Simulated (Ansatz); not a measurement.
Frontier orbitals of `[CH3][Ta](=[NH])([OH])[Cl]`.

Charge 0, multiplicity 1. Correlated methods include outer-core shells of Ta, which these sets cover unevenly. Ta: def2 effective core potential. All single points use the PBE0-D4/def2-TZVP geometry. It is one conformer, not always the lowest. Basis def2-TZVPP, Ansatz 0.2.0.

```tsv
functional	HOMO (eV)	LUMO (eV)	gap (eV)
PBE	-6.35	-2.26	4.09
revPBE	-6.28	-2.16	4.12
BLYP	-6.20	-2.14	4.06
B97M-V	-6.64	-2.05	4.59
PBE0	-7.70	-1.39	6.31
CAM-B3LYP	-9.07	-0.29	8.78
ωB97M-V	-10.00	0.69	10.69
```

Against PBE, PBE0 changes HOMO and LUMO by −1.35 and +0.86 eV, ωB97M-V by −3.65 and +2.95 eV. A gap of 4.09 eV thus becomes 10.69 eV for the same molecule, so an orbital gap means little without its functional. A positive LUMO is unbound and depends on the basis.
